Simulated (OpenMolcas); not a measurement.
**Predicting a hybrid from its neighbours: CH3BCl2O (methoxydichloroborane)**

CH3BCl2O: 8 atoms, total charge 0, spin state singlet. As SMILES, `COB(Cl)Cl`. The shape is that of a PBE0-D4/def2-TZVP optimisation.

The vertical ionisation energy (to the doublet cation) y, in eV, basis def2-SVP; a is the functional's share of exact exchange. Programs: OpenMolcas 26.06.

| functional | program | a | y (eV) |
| --- | --- | --- | --- |
| r2SCAN | OpenMolcas | 0 | 10.83 |
| revPBE | OpenMolcas | 0 | 10.44 |
| B3LYP | OpenMolcas | 0.2 | ? |
| PBE0 | OpenMolcas | 0.25 | 11.09 |
| BHLYP | OpenMolcas | 0.5 | 11.35 |

Problem. Fit y = c + s·a to the known rows and predict B3LYP.

Solution. 
1. Means of the 4 rows: a = 0.1875, y = 10.928.
2. Σ(Δa)² = 0.17188, Σ(Δa·Δy) = 0.25187, so the slope is 0.25187/0.17188 = 1.4654.
3. Intercept: 10.928 − (1.4654) × 0.1875 = 10.653. The largest residual of the fit is 0.21.
4. B3LYP: 10.653 + (1.4654) × 0.2 = 10.95 eV.

The run gave 10.92 eV, so the prediction is off by +0.03 eV, within the largest residual. The rows mix families of semi-local functionals, which the line can't see.
